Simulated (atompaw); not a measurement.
Logarithmic derivatives: Os (Z = 76), PAW (atompaw)

- Element: Os (Z = 76)
- Generator: atompaw 4.2.0.5
- Type: PAW
- Functional: PBE
- Relativity: scalar-relativistic
- Frozen core: [Kr] 4d10 4f14
- Valence charge: 16
- Reference configuration: 5s2 5p6 5d6 6s1.5 6p0.5
- Partial waves: 5s (bound): rc 1.70 bohr; 6s (bound): rc 2.15 bohr; 5p (bound): rc 1.70 bohr; 6p (bound): rc 2.15 bohr; 5d (bound): rc 1.85 bohr; 5d channel at 0.2 Ry: rc 2.15 bohr
- Local potential: bessel scheme, radius 1.65 bohr
- Core correction: smooth core density matched at 2.05 bohr
- Augmentation charge: sinc compensation charge, radius 1.90 bohr; PAW radius 2.15 bohr; waves and projectors: custom rrkj vanderbiltortho

The phase is arctan(r·u′/u) with u = r·R(r), unwrapped; energies in Ry, scanned from -9 to 5 Ry. A pole is an energy at which the radial function vanishes at the test radius. The pseudo phase is shifted by a multiple of π to meet the all-electron one at the reference energy, and phase errors are pseudo minus all-electron; the curves can meet again beyond the range given. Levels narrower than the energy grid can be missing from the lists of poles.

Question: For each channel, where are the poles, and over which energies does the pseudopotential scatter like the atom?

Answer:

| channel | radius (bohr) | reference energy (Ry) | poles, all-electron | poles, pseudo | unbroken range about the reference energy with phases within 0.05 rad | phase error 1 Ry above the reference energy (rad) |
| --- | --- | --- | --- | --- | --- | --- |
| s | 2.15 | -0.50 | -6.71, 4.62 | -6.71, 4.11 | the whole range | -0.009 |
| p | 2.15 | -0.13 | -3.52 | -3.52 | the whole range | +0.002 |
| d | 2.15 | -0.52 | 0.63 | 0.63 | below 4.6 | +0.000 |

Phases in the d channel:

```csv
E (Ry),all-electron,pseudo
-9.00,1.411,1.411
-8.76,1.409,1.409
-8.52,1.407,1.407
-8.28,1.404,1.404
-8.04,1.401,1.401
-7.80,1.398,1.399
-7.56,1.395,1.395
-7.32,1.392,1.392
-7.08,1.389,1.389
-6.84,1.385,1.385
-6.60,1.381,1.382
-6.36,1.377,1.377
-6.12,1.373,1.373
-5.88,1.368,1.369
-5.64,1.363,1.363
-5.40,1.358,1.358
-5.16,1.352,1.352
-4.92,1.346,1.346
-4.68,1.339,1.339
-4.44,1.331,1.331
-4.20,1.322,1.322
-3.96,1.312,1.312
-3.72,1.301,1.301
-3.48,1.288,1.288
-3.24,1.273,1.273
-3.00,1.255,1.255
-2.76,1.233,1.233
-2.52,1.206,1.206
-2.28,1.172,1.172
-2.04,1.126,1.126
-1.80,1.060,1.060
-1.56,0.961,0.961
-1.32,0.792,0.792
-1.08,0.473,0.473
-0.84,-0.116,-0.117
-0.60,-0.757,-0.757
-0.36,-1.129,-1.130
-0.12,-1.323,-1.323
0.12,-1.437,-1.437
0.36,-1.512,-1.512
0.60,-1.566,-1.566
0.84,-1.608,-1.608
1.08,-1.642,-1.642
1.32,-1.673,-1.673
1.56,-1.701,-1.700
1.80,-1.727,-1.727
2.04,-1.754,-1.753
2.28,-1.781,-1.780
2.52,-1.810,-1.809
2.76,-1.842,-1.841
3.00,-1.878,-1.876
3.24,-1.920,-1.917
3.48,-1.971,-1.967
3.72,-2.035,-2.028
3.96,-2.118,-2.107
4.20,-2.230,-2.212
4.44,-2.387,-2.357
4.68,-2.611,-2.560
4.92,-2.917,-2.840
```
